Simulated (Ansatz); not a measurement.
Ansatz (an electronic-structure program) input (B3LYP/6-31G*):

Ansatz 0.2 input:
```yaml
crystal:
  periodic: [false, false, false]
  atoms:
    - {symbol: N, position_ang: [1.01825420, -1.29655562, 0.81192942]}
    - {symbol: B, position_ang: [0.01380929, -0.55119336, 0.32161760]}
    - {symbol: N, position_ang: [-1.44091281, -0.78065344, 0.38588031]}
    - {symbol: Cl, position_ang: [0.27066994, 1.15210280, -0.71622807]}
    - {symbol: H, position_ang: [1.93698162, -0.94235678, 0.54717491]}
    - {symbol: H, position_ang: [-1.65698664, -1.41286063, 1.15300087]}
    - {symbol: H, position_ang: [-1.99182007, 0.06590016, 0.48294542]}
basis:
  gaussian:
    orbitals: 6-31G*
hamiltonian:
  xc: {name: B3LYP}
total_charge: -1
phonons: {temperatures: {t_min: 298.15, t_max: 298.15, t_step: 100}}
```

Output:

```
Functional definition: B3LYP
integrals: 0.02 GiB planned
777 factors; integrals over basis functions are off by at most 3.8e-4 eV
mean field: 0.22 GiB planned
mean field evaluation 1: about -16224.9656 eV, gradient 5.3e1 eV
mean field evaluation 2: about -16207.3364 eV, gradient 9.9e1 eV
mean field evaluation 4: about -16230.6421 eV, gradient 6.2e0 eV
mean field evaluation 8: about -16230.7280 eV, gradient 6.1e-2 eV
mean field -16230.72797833 eV, -596.4682516211 hartree, gradient 2.3e-5 eV, S^2 0.000000; 0 other end points of the search recorded, 0 dependent functions left out
the calculation of the forces begins
reference -16230.72817560 eV, -596.4682588706 hartree; 20, 20 occupied and 50, 50 virtual orbitals, 777 factors
these checks for a lower state are left out or cut short: stability, starts, cluster_reference, orbital_swaps, neighbouring_geometries, increment
integrals: 0.02 GiB planned
777 factors; integrals over basis functions are off by at most 3.8e-4 eV
mean field: 0.22 GiB planned
mean field evaluation 16: about -16230.7143 eV, gradient 1.8e-1 eV
mean field -16230.72777107 eV, -596.4682440043 hartree, gradient 1.4e-6 eV, S^2 0.000000; 0 other end points of the search recorded, 0 dependent functions left out
the calculation of the forces begins
reference -16230.72796831 eV, -596.4682512529 hartree; 20, 20 occupied and 50, 50 virtual orbitals, 777 factors
these checks for a lower state are left out or cut short: stability, starts, cluster_reference, orbital_swaps, neighbouring_geometries, increment
integrals: 0.02 GiB planned
777 factors; integrals over basis functions are off by at most 3.8e-4 eV
mean field: 0.22 GiB planned
mean field -16230.72776255 eV, -596.4682436914 hartree, gradient 1.0e-6 eV, S^2 0.000000; 0 other end points of the search recorded, 0 dependent functions left out
the calculation of the forces begins
reference -16230.72795985 eV, -596.4682509418 hartree; 20, 20 occupied and 50, 50 virtual orbitals, 777 factors
these checks for a lower state are left out or cut short: stability, starts, cluster_reference, orbital_swaps, neighbouring_geometries, increment
integrals: 0.02 GiB planned
777 factors; integrals over basis functions are off by at most 3.8e-4 eV
mean field: 0.22 GiB planned
mean field evaluation 32: about -16230.7279 eV, gradient 1.6e-6 eV
mean field -16230.72791059 eV, -596.4682491316 hartree, gradient 1.5e-6 eV, S^2 0.000000; 0 other end points of the search recorded, 0 dependent functions left out
the calculation of the forces begins
reference -16230.72810781 eV, -596.4682563792 hartree; 20, 20 occupied and 50, 50 virtual orbitals, 777 factors
these checks for a lower state are left out or cut short: stability, starts, cluster_reference, orbital_swaps, neighbouring_geometries, increment
integrals: 0.02 GiB planned
777 factors; integrals over basis functions are off by at most 3.8e-4 eV
mean field: 0.22 GiB planned
mean field -16230.72790405 eV, -596.4682488914 hartree, gradient 1.2e-6 eV, S^2 0.000000; 0 other end points of the search recorded, 0 dependent functions left out
the calculation of the forces begins
reference -16230.72810137 eV, -596.4682561428 hartree; 20, 20 occupied and 50, 50 virtual orbitals, 777 factors
these checks for a lower state are left out or cut short: stability, starts, cluster_reference, orbital_swaps, neighbouring_geometries, increment
integrals: 0.02 GiB planned
777 factors; integrals over basis functions are off by at most 3.8e-4 eV
mean field: 0.22 GiB planned
mean field -16230.72793438 eV, -596.4682500061 hartree, gradient 9.8e-7 eV, S^2 0.000000; 0 other end points of the search recorded, 0 dependent functions left out
the calculation of the forces begins
reference -16230.72813169 eV, -596.4682572569 hartree; 20, 20 occupied and 50, 50 virtual orbitals, 777 factors
these checks for a lower state are left out or cut short: stability, starts, cluster_reference, orbital_swaps, neighbouring_geometries, increment
integrals: 0.02 GiB planned
777 factors; integrals over basis functions are off by at most 3.8e-4 eV
mean field: 0.22 GiB planned
mean field -16230.72794726 eV, -596.4682504794 hartree, gradient 1.3e-6 eV, S^2 0.000000; 0 other end points of the search recorded, 0 dependent functions left out
the calculation of the forces begins
reference -16230.72814450 eV, -596.4682577277 hartree; 20, 20 occupied and 50, 50 virtual orbitals, 777 factors
these checks for a lower state are left out or cut short: stability, starts, cluster_reference, orbital_swaps, neighbouring_geometries, increment
integrals: 0.02 GiB planned
777 factors; integrals over basis functions are off by at most 3.8e-4 eV
mean field: 0.22 GiB planned
mean field -16230.72778812 eV, -596.4682446311 hartree, gradient 1.6e-6 eV, S^2 0.000000; 0 other end points of the search recorded, 0 dependent functions left out
[...]
mean field evaluation 192: about -16230.7280 eV, gradient 2.0e-5 eV
mean field -16230.72796157 eV, -596.4682510053 hartree, gradient 1.2e-6 eV, S^2 0.000000; 0 other end points of the search recorded, 0 dependent functions left out
the calculation of the forces begins
reference -16230.72815886 eV, -596.4682582554 hartree; 20, 20 occupied and 50, 50 virtual orbitals, 777 factors
these checks for a lower state are left out or cut short: stability, starts, cluster_reference, orbital_swaps, neighbouring_geometries, increment
integrals: 0.02 GiB planned
777 factors; integrals over basis functions are off by at most 3.8e-4 eV
mean field: 0.22 GiB planned
mean field -16230.72796223 eV, -596.4682510293 hartree, gradient 1.6e-6 eV, S^2 0.000000; 0 other end points of the search recorded, 0 dependent functions left out
the calculation of the forces begins
reference -16230.72815949 eV, -596.4682582786 hartree; 20, 20 occupied and 50, 50 virtual orbitals, 777 factors
these checks for a lower state are left out or cut short: stability, starts, cluster_reference, orbital_swaps, neighbouring_geometries, increment
integrals: 0.02 GiB planned
777 factors; integrals over basis functions are off by at most 3.8e-4 eV
mean field: 0.22 GiB planned
mean field -16230.72795461 eV, -596.4682507495 hartree, gradient 1.3e-6 eV, S^2 0.000000; 0 other end points of the search recorded, 0 dependent functions left out
the calculation of the forces begins
reference -16230.72815189 eV, -596.4682579992 hartree; 20, 20 occupied and 50, 50 virtual orbitals, 777 factors
these checks for a lower state are left out or cut short: stability, starts, cluster_reference, orbital_swaps, neighbouring_geometries, increment
integrals: 0.02 GiB planned
777 factors; integrals over basis functions are off by at most 3.8e-4 eV
mean field: 0.22 GiB planned
mean field -16230.72792064 eV, -596.4682495009 hartree, gradient 2.7e-6 eV, S^2 0.000000; 0 other end points of the search recorded, 0 dependent functions left out
the calculation of the forces begins
reference -16230.72811790 eV, -596.4682567503 hartree; 20, 20 occupied and 50, 50 virtual orbitals, 777 factors
these checks for a lower state are left out or cut short: stability, starts, cluster_reference, orbital_swaps, neighbouring_geometries, increment
integrals: 0.02 GiB planned
777 factors; integrals over basis functions are off by at most 3.8e-4 eV
mean field: 0.22 GiB planned
mean field -16230.72791421 eV, -596.4682492647 hartree, gradient 1.6e-6 eV, S^2 0.000000; 0 other end points of the search recorded, 0 dependent functions left out
the calculation of the forces begins
reference -16230.72811148 eV, -596.4682565143 hartree; 20, 20 occupied and 50, 50 virtual orbitals, 777 factors
these checks for a lower state are left out or cut short: stability, starts, cluster_reference, orbital_swaps, neighbouring_geometries, increment
integrals: 0.02 GiB planned
777 factors; integrals over basis functions are off by at most 3.8e-4 eV
mean field: 0.22 GiB planned
mean field evaluation 224: about -16230.7279 eV, gradient 9.8e-7 eV
mean field -16230.72790592 eV, -596.4682489602 hartree, gradient 9.7e-7 eV, S^2 0.000000; 0 other end points of the search recorded, 0 dependent functions left out
the calculation of the forces begins
reference -16230.72810320 eV, -596.4682562101 hartree; 20, 20 occupied and 50, 50 virtual orbitals, 777 factors
these checks for a lower state are left out or cut short: stability, starts, cluster_reference, orbital_swaps, neighbouring_geometries, increment
integrals: 0.02 GiB planned
777 factors; integrals over basis functions are off by at most 3.8e-4 eV
mean field: 0.22 GiB planned
mean field -16230.72789912 eV, -596.4682487100 hartree, gradient 1.9e-6 eV, S^2 0.000000; 0 other end points of the search recorded, 0 dependent functions left out
the calculation of the forces begins
reference -16230.72809637 eV, -596.4682559591 hartree; 20, 20 occupied and 50, 50 virtual orbitals, 777 factors
these checks for a lower state are left out or cut short: stability, starts, cluster_reference, orbital_swaps, neighbouring_geometries, increment
integrals: 0.02 GiB planned
777 factors; integrals over basis functions are off by at most 3.8e-4 eV
mean field: 0.22 GiB planned
mean field -16230.72793110 eV, -596.4682498853 hartree, gradient 2.2e-6 eV, S^2 0.000000; 0 other end points of the search recorded, 0 dependent functions left out
the calculation of the forces begins
reference -16230.72812838 eV, -596.4682571354 hartree; 20, 20 occupied and 50, 50 virtual orbitals, 777 factors
these checks for a lower state are left out or cut short: stability, starts, cluster_reference, orbital_swaps, neighbouring_geometries, increment
integrals: 0.02 GiB planned
777 factors; integrals over basis functions are off by at most 3.8e-4 eV
mean field: 0.22 GiB planned
mean field -16230.72792519 eV, -596.4682496682 hartree, gradient 2.1e-6 eV, S^2 0.000000; 0 other end points of the search recorded, 0 dependent functions left out
the calculation of the forces begins
reference -16230.72812244 eV, -596.4682569170 hartree; 20, 20 occupied and 50, 50 virtual orbitals, 777 factors
these checks for a lower state are left out or cut short: stability, starts, cluster_reference, orbital_swaps, neighbouring_geometries, increment
integrals: 0.02 GiB planned
777 factors; integrals over basis functions are off by at most 3.8e-4 eV
mean field: 0.22 GiB planned
mean field -16230.72787454 eV, -596.4682478067 hartree, gradient 2.9e-6 eV, S^2 0.000000; 0 other end points of the search recorded, 0 dependent functions left out
the calculation of the forces begins
reference -16230.72807180 eV, -596.4682550559 hartree; 20, 20 occupied and 50, 50 virtual orbitals, 777 factors
these checks for a lower state are left out or cut short: stability, starts, cluster_reference, orbital_swaps, neighbouring_geometries, increment
integrals: 0.02 GiB planned
777 factors; integrals over basis functions are off by at most 3.8e-4 eV
mean field: 0.22 GiB planned
mean field -16230.72788324 eV, -596.4682481266 hartree, gradient 1.7e-6 eV, S^2 0.000000; 0 other end points of the search recorded, 0 dependent functions left out
the calculation of the forces begins
reference -16230.72808052 eV, -596.4682553765 hartree; 20, 20 occupied and 50, 50 virtual orbitals, 777 factors
these checks for a lower state are left out or cut short: stability, starts, cluster_reference, orbital_swaps, neighbouring_geometries, increment
integrals: 0.02 GiB planned
777 factors; integrals over basis functions are off by at most 3.8e-4 eV
mean field: 0.22 GiB planned
mean field evaluation 256: about -16230.7146 eV, gradient 1.0e-1 eV
mean field -16230.72796714 eV, -596.4682512098 hartree, gradient 2.4e-6 eV, S^2 0.000000; 0 other end points of the search recorded, 0 dependent functions left out
the calculation of the forces begins
reference -16230.72816441 eV, -596.4682584593 hartree; 20, 20 occupied and 50, 50 virtual orbitals, 777 factors
these checks for a lower state are left out or cut short: stability, starts, cluster_reference, orbital_swaps, neighbouring_geometries, increment
integrals: 0.02 GiB planned
777 factors; integrals over basis functions are off by at most 3.8e-4 eV
mean field: 0.22 GiB planned
mean field -16230.72797135 eV, -596.4682513646 hartree, gradient 2.7e-6 eV, S^2 0.000000; 0 other end points of the search recorded, 0 dependent functions left out
the calculation of the forces begins
reference -16230.72816862 eV, -596.4682586141 hartree; 20, 20 occupied and 50, 50 virtual orbitals, 777 factors
Total energy: -16230.72817560 eV, -596.4682588706 hartree
Atom 0 at     1.018254    -1.296556     0.811929 Å, force     0.001791     0.001295    -0.002536 eV/Å
Atom 1 at     0.013809    -0.551193     0.321618 Å, force     0.000498    -0.000751     0.000065 eV/Å
Atom 2 at    -1.440913    -0.780653     0.385880 Å, force    -0.002727     0.000684    -0.000488 eV/Å
Atom 3 at     0.270670     1.152103    -0.716228 Å, force     0.000422     0.000090     0.000860 eV/Å
Atom 4 at     1.936982    -0.942357     0.547175 Å, force    -0.002680    -0.000743     0.001656 eV/Å
Atom 5 at    -1.656987    -1.412861     1.153001 Å, force     0.001505     0.001315     0.001276 eV/Å
Atom 6 at    -1.991820     0.065900     0.482945 Å, force     0.001190    -0.001890    -0.000832 eV/Å
Dipole moment:    -0.423310     0.361128     0.054956 e Å
Vibrations: 277.08 312.40 325.46 439.13 489.25 605.53 701.02 881.50 967.51 1088.30 1564.17 1643.71 3486.01 3489.94 3591.35 cm⁻¹, zero-point energy 1.231310 eV
```

The blocks after the first are displaced geometries, from whose forces the wavenumbers follow.

The dipole moment of an ion depends on the origin.
